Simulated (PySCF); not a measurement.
# A series of derivatives of C[SiH](C)[SiH2]P

Parent skeleton `[CH3:1][SiH:2]([CH3:3])[SiH2:4][PH2:5]`; one hydrogen on atom 4 is replaced by X. Hydrogens on one atom are averaged.

Single conformer, equivalent nuclei averaged, non-relativistic Hamiltonian, in vacuum. GFN2-xTB structure; shielding tensors at PBE0/pcSseg-1 (GIAO); PySCF.

Referencing at the same level of theory: $^{13}$C (σ = 186.93 ppm), $^{29}$Si (σ = 349.16 ppm), $^{1}$H (σ = 31.72 ppm) vs TMS; $^{31}$P (σ = 318.38 ppm) vs H3PO4.

Parent (X = H): C1 -3.2, Si2 -36.9, C3 -3.2, Si4 -91.8, P5 -303.3, H(C1) 0.21, H(Si2) 4.25, H(C3) 0.21, H(Si4) 3.78 ppm. Effects are Δδ = δ(X) − δ(H), positive for deshielding.

Q: Give Δδ (ppm) for X = CHO, propynyl, CH3, CH2OCH3, OCOCH3.

A: 
```
       X                      SMILES    C1   Si2    C3    Si4     P5  H(C1)  H(Si2)  H(C3)  H(Si4)
     CHO       C[SiH](C)[Si@H](P)C=O  -1.3  +1.7  +1.4  +27.9  -11.4  -0.08   +0.04  +0.14   +0.64
propynyl      CC#C[Si@H](P)[SiH](C)C  -0.9  -5.9  -2.5  +15.6  +27.8  +0.05   +0.04  +0.02   +0.77
     CH3         C[SiH](C)[Si@H](C)P  -0.7  -1.1  -1.5  +38.2   +6.6  -0.05   +0.01  -0.04   +0.43
 CH2OCH3      COC[Si@@H](P)[SiH](C)C  -1.4  -5.2  -0.7  +38.4   -9.0  -0.03   +0.02  +0.08   +0.41
  OCOCH3  CC(=O)O[Si@@H](P)[SiH](C)C  -2.6  -3.1  -1.0  +95.6  +11.3  -0.01   -0.10  +0.24   +1.66
```

Q: Which position responds most, and to which substituents?

A: Si4: from +15.6 ppm with propynyl to +95.6 ppm with OCOCH3.

Experimental scales use liquid or dissolved standards, which lie at an offset from isolated H3PO4.
